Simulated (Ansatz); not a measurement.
Consider the isomerisation: `O[SiH]1CN=C1F` → `FC1([SiH3])N=CO1`.

Isolated molecules relaxed with PBE0-D4/def2-TZVP in Ansatz; ΔE leaves out vibrations. CBS: MP2 limit from def2 TZ/QZ plus the TZ coupled-cluster correction, frozen cores. DFT in def2-TZVPP. B3LYP here is the variant with VWN-RPA as its local correlation; programs differ in this. One conformer a species, not always the lowest.

| level | ΔE (kcal/mol) | difference from CCSD(T)/CBS |
| --- | --- | --- |
| PBE0-D4 | 50.5 | -1.8 |
| B3LYP-D4 | 50.9 | -1.4 |
| ωB97X-V | 48.6 | -3.7 |
| B2PLYP | 51.7 | -0.6 |
| PBE | 48.6 | -3.7 |
| r2SCAN | 50.5 | -1.8 |
| B3LYP | 51.0 | -1.3 |
| HF/def2-TZVPP | 50.8 | -1.5 |
| MP2/def2-TZVPP | 53.0 | 0.7 |
| SCS-MP2/def2-TZVPP | 51.3 | -1.0 |
| CCSD(T)/def2-TZVPP | 50.6 | -1.7 |
| MP2/def2-QZVPP | 54.2 | 1.9 |
| SCS-MP2/def2-QZVPP | 52.6 | 0.3 |
| HF/CBS(def2) | 51.3 | -1.0 |
| MP2/CBS(def2) | 54.7 | 2.4 |
| CCSD/CBS(def2) | 53.0 | 0.7 |
| CCSD(T)/CBS | 52.3 | 0 |

Largest T1 diagnostic among the species: 0.015.

From PBE to PBE0 (25 % exact exchange), in def2-TZVPP and without D4, ΔE moves by +1.9 kcal/mol.

CCSD(T)/CBS has its own doubt, a few kJ/mol and more with outer-core shells, so smaller differences from it don't rank the levels.
